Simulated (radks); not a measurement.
Results of a calculation; reference values are marked as such.
Initial-state core-level shifts of neutral lutetium when its valence configuration changes from [Xe] 4f14 5d1 6s2. Code: a radial shooting solver on a logarithmic mesh with Libxc functionals. Model: Dirac Kohn-Sham, LDA (Slater exchange, Perdew-Wang correlation), spin-unpolarised, spherical densities, finite nucleus; open shells fill j = l - 1/2 first; Fermi nuclear charge, rms radius 5.37 fm. Shifts are changes of the shell-averaged eigenvalues in eV (positive: less bound); the change of the density at the nucleus, which sets a Mossbauer isomer shift, is in e/bohr^3, on a base of 1.107e+06.

| valence | 3p | 4s | 4d | 5p | density at nucleus |
|---|---|---|---|---|---|
| 4f14 6s2 6p1 | -3.011 | -3.035 | -3.060 | -2.979 | +21.0 |
| 4f13 5d1 6s2 6p1 | -12.097 | -11.725 | -11.294 | -6.304 | +84.0 |
| 4f14 5d1 6s1.5 6p0.5 | -0.636 | -0.639 | -0.639 | -0.639 | -20.7 |
| 4f14 6s1 6p2 | -4.255 | -4.285 | -4.314 | -4.210 | -28.7 |
| 4f14 5d2 6s1 | +1.059 | +1.074 | +1.091 | +1.066 | -52.3 |
| 4f14 5d1 6s1 6p1 | -1.247 | -1.251 | -1.253 | -1.250 | -42.9 |
| 4f13.5 5d1 6s2 6p0.5 | -5.778 | -5.623 | -5.425 | -3.073 | +39.8 |
| 4f14 5d0.5 6s2 6p0.5 | -1.423 | -1.434 | -1.446 | -1.416 | +9.6 |
| 4f12 5d3 6s2 | -18.526 | -17.502 | -16.488 | -6.092 | +126.4 |
